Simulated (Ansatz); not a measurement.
Geometry optimisation, RKS PBE0/def2-SVP in Ansatz.

Input file:

```yaml
crystal:
  periodic: [false, false, false]
  atoms:
    - { symbol: C, position_ang: [-0.663, 1.5515, 0.3335] }
    - { symbol: C, position_ang: [-0.3355, 0.1568, 0.1406] }
    - { symbol: C, position_ang: [-0.27684, -0.65287, 1.17384] }
    - { symbol: Sb, position_ang: [0.10255, -2.77177, 0.98817] }
    - { symbol: H, position_ang: [-1.7225, 1.6552, 0.7531] }
    - { symbol: H, position_ang: [-0.7204, 2.1283, -0.6629] }
    - { symbol: H, position_ang: [0.0406, 2.1006, 1.0004] }
    - { symbol: H, position_ang: [-0.15915, -0.22996, -0.81157] }
    - { symbol: H, position_ang: [-0.53571, -0.28822, 2.18636] }
    - { symbol: H, position_ang: [1.4744, -2.3796, -0.13646] }
    - { symbol: H, position_ang: [-1.00886, -2.8585, -0.44158] }
basis:
  gaussian: { orbitals: def2-SVP }
hamiltonian:
  xc: pbe0
relax:
  f_tol: 0.015
  max_steps: 40
```

Command:

```bash
$ ansatz run input.yaml --threads 2 --pin off --max-ram 3072MiB --backend cpu --events-out ev --progress --plain --runs-dir out
```

Where does it end, and by what steps?

It converged. The force dipped under the threshold on the way, but the program's further checks kept it going. After 15 steps the energy has fallen by 0.543 eV; H8 moved furthest, 0.93 Å.

| step | energy less start (eV) | largest force component (eV/Å) | accepted |
| --- | --- | --- | --- |
| 0 | 0.0000 | 3.062 | yes |
| 1 | -0.2247 | 2.399 | yes |
| 2 | -0.3903 | 0.497 | yes |
| 3 | -0.4167 | 0.189 | yes |
| 4 | -0.4283 | 0.102 | yes |
| 5 | -0.4669 | 0.126 | yes |
| 6 | -0.4815 | 0.185 | yes |
| 7 | -0.4847 | 0.601 | yes |
| 8 | -0.5311 | 0.219 | yes |
| 9 | -0.5349 | 0.141 | yes |
| 10 | -0.5346 | 0.348 | no |
| 11 | -0.5399 | 0.092 | yes |
| 12 | -0.5421 | 0.092 | yes |
| 13 | -0.5425 | 0.010 | yes |
| 14 | -0.5426 | 0.013 | yes |
| 15 | -0.5425 | 0.012 | yes |

```xyz
11
Properties=species:S:1:pos:R:3
C -0.775 1.659 0.347
C -0.667 0.177 0.182
C -0.105 -0.660 1.062
Sb -0.053 -2.800 0.892
H -1.829 1.983 0.322
H -0.268 2.184 -0.481
H -0.332 1.999 1.295
H -1.088 -0.229 -0.748
H 0.307 -0.249 1.994
H 1.595 -2.874 0.399
H -0.589 -2.778 -0.740
```

Whether the end is a true minimum wasn't checked by a vibrational analysis.

Run time: 40 s on 2 threads of AMD EPYC 7B13 (Zen 3), on a shared host, peak memory 0.25 GiB.
